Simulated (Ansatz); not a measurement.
Reaction (formal exchange of groups at the Al–C bond): `C/C=[C](\N)[AlH2]` + `C=NO` → `C=[N][AlH2]` + `C/C=C(\N)O`

Isolated molecules relaxed with PBE0-D4/def2-TZVP in Ansatz; ΔE leaves out vibrations. CCSD(T)/CBS is the MP2 limit (def2-TZVPP, def2-QZVPP) plus CCSD(T) − MP2 in def2-TZVPP, frozen cores. This one scheme is used for every species. Double bonds are as drawn, so ΔE can hold a change between cis and trans. Functionals use def2-TZVPP. B3LYP here is the variant with VWN-RPA as its local correlation; programs differ in this. One conformer a species, not always the lowest.

| level | ΔE (kcal/mol) |
| --- | --- |
| PBE0-D4 | -43.6 |
| B3LYP-D4 | -44.6 |
| ωB97X-V | -44.2 |
| r2SCAN | -44.4 |
| PBE0 | -44.0 |
| HF/def2-QZVPP | -52.1 |
| MP2/def2-QZVPP | -46.6 |
| CCSD/CBS(def2) | -46.2 |

**Question.** What does CCSD(T)/CBS give? (Estimate.)

**Answer.** The calculation gave: -44.7 kcal/mol. The listed levels differ from it by 1.1, 0.1, 0.5, 0.3, 0.7, -7.4, -1.9, -1.5 kcal/mol.

Largest T1 diagnostic among the species: 0.015.

The D4 term adds +0.7 kcal/mol with B3LYP and +0.4 kcal/mol with PBE0; it sums over pairs of atoms, weighted by their polarisabilities, and B3LYP, whose exchange is more repulsive, gets the larger term. From PBE to PBE0 (25 % exact exchange), in def2-TZVPP and without D4, ΔE moves by −2.9 kcal/mol.
